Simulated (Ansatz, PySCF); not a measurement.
F2Sb (SMILES [F][Sb][F]), doublet, at a GFN2-xTB geometry (the spin is typed, not shown lowest) (core potentials on Sb). Base run: WB97X/def2-SVP in PySCF.

The PySCF input:
```python
from pyscf import gto, scf, dft

mol = gto.M(
    atom='''
Sb    0.31771594    0.14976653    0.12006733
F    -1.05374455    0.63895176   -1.26017625
F    -0.74664576   -1.48762875    0.57979471
''',
    basis='def2-svp',
    ecp={'Sb': 'def2-svp'},
    spin=1,
    verbose=4,
)

mf = dft.UKS(mol)
mf.xc = 'wb97x'
mf.kernel()
```

The same geometry, method and basis name were run in Ansatz (a first-principles code) and PySCF, at each program's defaults and at the settings that a row names. The base is PySCF at its defaults. Differences at the defaults can come from grids, fitting, cores and function types together.

| code and settings | ΔE vs base (µEh) | basis functions | E (Eh) | SCF cycles | dipole (D) |
|---|---|---|---|---|---|
| PySCF, defaults (exact integrals, its default grid, spherical functions) | 0.0 | 54 | -439.78700 | 10 | 4.27 |
| Ansatz, defaults (factorised integrals, its default grid, spherical functions) | 1.9 | 54 | -439.78700 | - | - |
| PySCF, density fitting with def2-universal-jkfit | -12.4 | 54 | -439.78701 | 10 | 4.27 |
| PySCF, fine grid | 57.9 | 54 | -439.78694 | 10 | 4.27 |
| Ansatz, high accuracy | 0.1 | 54 | -439.78700 | - | - |

Open shells are given as the SCF converged; they aren't shown to be the lowest states, and a large step between rows can be another state.
